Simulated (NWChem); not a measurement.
## Basis-set convergence for H$_{4}$GaP

```xyz
6

Ga     0.1787     0.7478     0.0000
H      0.3989     1.4889    -1.3710
H      0.3989     1.4889     1.3710
P     -0.2601    -1.5430     0.0000
H     -1.2187    -1.5082    -1.0576
H     -1.2187    -1.5082     1.0576
```
Charge 0, spin multiplicity 1.

Program: NWChem. All single points use one geometry, from B3LYP/def2-SVP, a minimum by its harmonic frequencies. It is one conformer; others weren't searched.

Quantity: vertical ionisation energy at the level ΔMP2 (Δ: difference of total energies, the cation a doublet at the parent's geometry with its hole in an orbital of symmetry a' (Cs labels); it is the state that the SCF runs reached, from PBE0 orbitals for Hartree-Fock references, and need not be the lowest).

The Hamiltonian is non-relativistic. The correlated methods keep 14 core orbitals frozen. The structure started from a generated list of species. The stability of the SCF solutions was not checked. Open-shell Hartree-Fock references start from PBE0 orbitals; any time given for them includes that run.

Relative cost: rough, from shared machines, SCF included, 3-21G = 1.

```json
[
 {"basis": "3-21G", "functions": "43", "vertical ionisation energy (eV)": "8.77", "relative cost": "1"},
 {"basis": "cc-pVDZ", "functions": "65", "vertical ionisation energy (eV)": "9.20", "relative cost": "20"},
 {"basis": "def2-SVP", "functions": "70", "vertical ionisation energy (eV)": "9.18", "relative cost": "4"},
 {"basis": "aug-pcseg-1", "functions": "99", "vertical ionisation energy (eV)": "9.24", "relative cost": "10"},
 {"basis": "aug-cc-pVDZ", "functions": "99", "vertical ionisation energy (eV)": "9.31", "relative cost": "30"},
 {"basis": "def2-TZVP", "functions": "109", "vertical ionisation energy (eV)": "9.38", "relative cost": "10"},
 {"basis": "pcseg-2", "functions": "133", "vertical ionisation energy (eV)": "9.34", "relative cost": "20"}
]
```

Smallest basis within 0.05 eV of pcseg-2, the largest set run: aug-cc-pVDZ, with 99 functions against 133 (also within reach: def2-TZVP). pcseg-2 isn't the basis-set limit itself, and a small set can land close by cancellation.
